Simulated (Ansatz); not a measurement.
Reaction (formal exchange of groups at a Ge–B bond): `[SiH3][GeH2][B](Cl)Cl` + `[GeH3][GeH3]` → `[SiH3][GeH2][GeH2][GeH3]` + `ClBCl`

Computed with Ansatz on PBE0-D4/def2-TZVP structures; ΔE is electronic, products minus reactants. CBS: MP2 limit from def2 TZ/QZ plus the TZ coupled-cluster correction, frozen cores. This one scheme is used for every species. Functionals use def2-TZVPP. B3LYP here is the variant with VWN-RPA as its local correlation; programs differ in this. For Ge outer-core shells are correlated without core-valence functions, which leaves a few kJ/mol of doubt a bond. Scalar relativity is left out up to krypton. One conformer a species, not always the lowest.

`[SiH3][GeH2][B](Cl)Cl`:

Z-matrix (Å, degrees):
```
Si
Ge 1 2.385
H 1 1.486 2 109.6
H 1 1.486 2 110.5 3 -120.3
H 1 1.486 2 109.6 3 119.5
B 2 2.060 1 107.7 3 -59.4
H 2 1.538 1 109.3 3 -179.7
H 2 1.538 1 109.3 3 60.9
Cl 6 1.743 2 120.7 1 88.7
Cl 6 1.743 2 120.6 1 -87.8
```

`[GeH3][GeH3]`:

Cartesian coordinates in Å:
```
Ge -0.430 -1.109 -0.225
Ge 0.430 1.108 0.225
H 0.489 -1.849 -1.211
H -0.511 -1.924 1.076
H -1.837 -1.021 -0.837
H -0.481 1.841 1.223
H 0.496 1.930 -1.073
H 1.844 1.023 0.823
```

`[SiH3][GeH2][GeH2][GeH3]`:

```xyz
14

Si   -0.090    2.267   -0.842
Ge    1.349    0.891    0.457
Ge    0.829   -1.446    0.059
Ge   -1.530   -1.839    0.448
H     0.218    3.709   -0.647
H     0.062    1.932   -2.282
H    -1.500    2.018   -0.442
H     1.149    1.192    1.955
H     2.824    1.172    0.112
H     1.671   -2.349    0.979
H     1.172   -1.803   -1.399
H    -1.910   -1.383    1.866
H    -2.363   -1.032   -0.562
H    -1.881   -3.329    0.298
```

`ClBCl`:

Cartesian coordinates in Å:
```
Cl 1.148 -0.852 0.869
B -0.098 0.054 0.071
Cl -0.076 0.263 -1.650
H -0.974 0.535 0.710
```

| level | ΔE (kcal/mol) | difference from CCSD(T)/CBS |
| --- | --- | --- |
| ωB97X-V | -10.2 | 0.3 |
| ωB97M-V | -10.6 | -0.1 |
| PBE0 | -10.3 | 0.2 |
| B3LYP | -10.6 | -0.1 |
| HF/def2-TZVPP | -11.7 | -1.2 |
| CCSD/def2-TZVPP | -11.1 | -0.6 |
| CCSD(T)/def2-TZVPP | -10.8 | -0.3 |
| HF/def2-QZVPP | -11.5 | -1.0 |
| MP2/def2-QZVPP | -11.2 | -0.7 |
| MP2/CBS(def2) | -11.1 | -0.6 |
| CCSD(T)/CBS | -10.5 | 0 |

Largest T1 diagnostic among the species: 0.013.
